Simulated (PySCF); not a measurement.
**Electron correlation in Ni (nickel, neutral)**

[Ar] 3d8 4s2, high-spin 3F determinant. All numbers are calculated (PySCF 2.14, no relativity, point nucleus, in aug-cc-pVTZ). Frozen: [Ar]; 10 electrons correlated.

| level | correlation energy (mhartree) |
| --- | --- |
| CCSD | -327.29 |
| (T) | -12.47 |
| CCSD(T) | -339.76 |

Diagnostics: T1 = 0.023, D1 = 0.0667, largest double amplitude 0.061.

Cost of the coupled-cluster step: roughly 80 core-seconds, for 10 correlated electrons.
